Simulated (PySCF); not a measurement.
C3H6O, SMILES C=C(C)O. Heavy atoms are numbered as in [CH2:1]=[C:2]([CH3:3])[OH:4]. Hydrogens are named by the atom that carries them.

The structure is a stationary point at PBE0-D3(BJ)/def2-SVP. One conformer was computed; it need not be the lowest.

All values below come from PBE0/pcSseg-1 (PySCF).

GIAO shieldings, no solvent; atoms alike by connectivity are averaged. δ = σ(ref) − σ: ¹³C against TMS (σ = 186.3 ppm); ¹⁷O against H2O (σ = 334.2 ppm); ¹H against TMS (σ = 31.56 ppm), references at their B3LYP-D3(BJ)/def2-TZVP geometries, non-relativistic.

| nucleus | atoms | count | δ (ppm) |
|---|---|---|---|
| ¹³C | C2 | 1 | 167.2 |
| ¹³C | C1 (CH2) | 1 | 87.0 |
| ¹³C | C3 (CH3) | 1 | 23.2 |
| ¹⁷O | O4 (OH) | 1 | 140.2 |
| ¹H | H on O4 | 1 | 4.20 |
| ¹H | H on C1 | 2 | 4.16 |
| ¹H | H on C3 | 3 | 2.05 |
